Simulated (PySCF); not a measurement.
CCl2, SMILES Cl[C]Cl (connectivity only; charge and spin as stated), neutral, multiplicity 1.

The structure is a stationary point at PBE0-D3(BJ)/def2-TZVP. The isomer is the one that the SMILES or the coordinates give; other isomers of the formula were not compared.

Computed with SMD-PBE0/6-31G* (PySCF).

Solvation free energies are E(SMD) − E(gas) at the gas-phase geometry, for 1 M in both phases. In vacuum the dipole moment is 1.19 D.

Computed solvation free energies in water, ethanol, ethylethanoate:
```csv
solvent,ΔG(solv) (kcal/mol),its non-electrostatic (CDS) part,dipole (D)
water,2.0,3.8,1.46
ethanol,-0.5,1.1,1.44
ethylethanoate,-0.5,0.8,1.39
```
